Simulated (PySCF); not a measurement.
Species: `O=C(O)C1=C(Cl)[C@@H]2C=C[C@H]1C2`. The columns A, B, C and D hold Mulliken, IAO, Hirshfeld and ESP-fitted charges (e) of one PBE0/pcSseg-1 density (PySCF), in a shuffled order. Coordinates in Å (GFN2-xTB); the density's dipole moment is (-1.62, -0.93, 0.21) D.

```csv
atom,x,y,z,A,B,C,D
O1,2.647,1.498,-0.181,-0.416,-0.281,-0.544,-0.479
C2,2.222,0.368,-0.220,+0.544,+0.193,+0.612,+0.516
O3,3.018,-0.689,-0.464,-0.369,-0.179,-0.589,-0.483
C4,0.831,0.001,-0.004,-0.133,-0.037,+0.050,-0.095
C5,0.213,-1.193,-0.052,+0.020,+0.034,-0.186,+0.003
Cl6,0.841,-2.720,-0.397,-0.039,+0.008,+0.011,+0.048
C7,-1.265,-0.959,0.219,-0.240,-0.030,+0.274,-0.133
C8,-1.760,-0.154,-0.978,-0.019,-0.053,-0.307,-0.169
C9,-1.164,1.027,-0.928,-0.003,-0.044,-0.190,-0.153
C10,-0.260,1.026,0.296,-0.240,-0.022,+0.096,-0.120
C11,-1.135,0.185,1.243,+0.035,-0.061,-0.416,-0.229
H12,3.931,-0.387,-0.594,+0.241,+0.185,+0.442,+0.372
H13,-1.838,-1.841,0.486,+0.098,+0.047,+0.045,+0.152
H14,-2.440,-0.545,-1.709,+0.089,+0.054,+0.178,+0.161
H15,-1.240,1.854,-1.608,+0.091,+0.058,+0.157,+0.163
H16,0.107,1.988,0.635,+0.098,+0.049,+0.084,+0.162
H17,-0.626,-0.107,2.160,+0.126,+0.038,+0.130,+0.140
H18,-2.089,0.654,1.478,+0.117,+0.041,+0.154,+0.144
```

Task: Which column most likely holds the ESP-fitted charges?

Result: C. Σ q r misses the density's dipole by 0.10 D (C), 0.60 D (B), 0.85 D (D), 1.95 D (A). Charges fitted to the outside potential are the only set here that is tied to the molecule's multipoles.

Task: And the Hirshfeld charges?

Result: B. The mean sizes are 0.079 e (B), 0.162 e (A), 0.207 e (D), 0.248 e (C), and Hirshfeld charges are commonly the smallest of these schemes.

As computed, A = Mulliken, B = Hirshfeld, C = ESP-fitted, D = IAO. Hydrogens on carbon: Mulliken +0.09 to +0.13, Hirshfeld +0.04 to +0.06, ESP-fitted +0.05 to +0.18, IAO +0.14 to +0.16 e.

The IAO scheme projects the occupied orbitals on a minimal set of polarised atomic orbitals and counts the electrons in each atom's part of it. The Mulliken scheme counts on each atom the diagonal of the density matrix times the overlap matrix over that atom's basis functions.

Geometry: GFN2-xTB, one conformer, isolated molecule.

These values come from a run that also computed NMR shieldings. On an Arm Neoverse V2 with one thread, no GPU (shared host), this took 54 s of wall time (grids of density and orbitals included) and 1.1 GiB of memory at its peak.
